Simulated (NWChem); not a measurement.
Molecule: fluoroethane (C2H5F); SMILES CCF

All runs: NWChem. Coordinates come from a B3LYP/6-31G* (spherical d) optimisation.

Diagonal of the polarisability tensor at PBE0/def2-SVPD, 400 nm: 31.78, 29.14, 28.60 bohr³.

Task: Find the mean polarisability volume, the molar refraction, and the refractive index that an ideal gas of it would have at 273.15 K and 1 atm.

Result: 
1. Mean: one third of the trace = 29.84 bohr³ × 0.14818 Å³/bohr³ = 4.42 Å³.
2. Molar refraction (Lorentz-Lorenz): (4π/3) N_A α = 11.2 cm³/mol.
3. Number density p/kT = 2.687 × 10⁻⁵ Å⁻³; n − 1 = 2π N α = 7.47 × 10⁻⁴.
